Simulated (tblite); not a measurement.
C2H6AsNSi.
Atom-mapped SMILES: `[N:1]#[C:2][C@@H:3]([SiH3:4])[AsH2:5]` (hydrogens: H6 on C3; H7, H8, H9 on Si4; H10, H11 on As5)

Computed with GFN2-xTB (tblite), gas phase: L-BFGS steps from a force-field or distance-geometry start until the largest atomic force falls under 0.01 eV/Å.

At the end of the run (lengths in Å): As5–H11 1.500, C3–As5 2.009, As5–H10 1.506, C2–C3 1.418, C3–Si4 1.919, N1≡C2 1.147, C3–H6 1.095, C2–C3–As5 108.8°, Si4–C3–As5 110.6°, C2–C3–Si4 110.8°, N1–C2–C3 177.6°, H6–C3–Si4–H7 -178°, H7–Si4–C3–C2 61°.

Problem. These geometries were met on the way; a selection of coordinates is given. Order them by energy above the end point, lowest first.
A. As5–H11 1.499, C3–As5 2.026, As5–H10 1.509, C2–C3 1.419, C3–Si4 1.925, N1≡C2 1.148, C3–H6 1.098, C2–C3–As5 111.3°, Si4–C3–As5 112.3°, C2–C3–Si4 109.6°, N1–C2–C3 177.9°, H6–C3–Si4–H7 140°, H7–Si4–C3–C2 22°
B. As5–H11 1.540, C3–As5 2.076, As5–H10 1.543, C2–C3 1.448, C3–Si4 1.928, N1≡C2 1.146, C3–H6 1.096, C2–C3–As5 117.7°, Si4–C3–As5 108.6°, C2–C3–Si4 112.1°, N1–C2–C3 176.9°, H6–C3–Si4–H7 142°, H7–Si4–C3–C2 26°
C. As5–H11 1.487, C3–As5 2.034, As5–H10 1.495, C2–C3 1.421, C3–Si4 1.937, N1≡C2 1.149, C3–H6 1.099, C2–C3–As5 117.8°, Si4–C3–As5 109.0°, C2–C3–Si4 111.6°, N1–C2–C3 177.2°, H6–C3–Si4–H7 141°, H7–Si4–C3–C2 25°
D. As5–H11 1.571, C3–As5 1.948, As5–H10 1.570, C2–C3 1.463, C3–Si4 1.885, N1≡C2 1.165, C3–H6 1.108, C2–C3–As5 112.1°, Si4–C3–As5 112.4°, C2–C3–Si4 110.7°, N1–C2–C3 178.1°, H6–C3–Si4–H7 142°, H7–Si4–C3–C2 25°
E. As5–H11 1.561, C3–As5 2.058, As5–H10 1.562, C2–C3 1.398, C3–Si4 1.950, N1≡C2 1.150, C3–H6 1.091, C2–C3–As5 116.0°, Si4–C3–As5 107.9°, C2–C3–Si4 112.2°, N1–C2–C3 178.9°, H6–C3–Si4–H7 144°, H7–Si4–C3–C2 24°

Solution. A (0.085 eV), C (0.143 eV), B (0.238 eV), E (0.424 eV), D (0.858 eV).

```csv
step,E above end (eV),"rms distance from the end, all atoms (Å)",largest force (eV/Å),rms shift of all bonds from the end (Å)
16,0.085,0.507,0.203,0.006
8,0.143,0.537,0.261,0.012
5,0.238,0.549,1.179,0.029
3,0.424,0.560,1.123,0.033
0,0.858,0.571,2.683,0.041
```

Rows stand in the order of the answer.
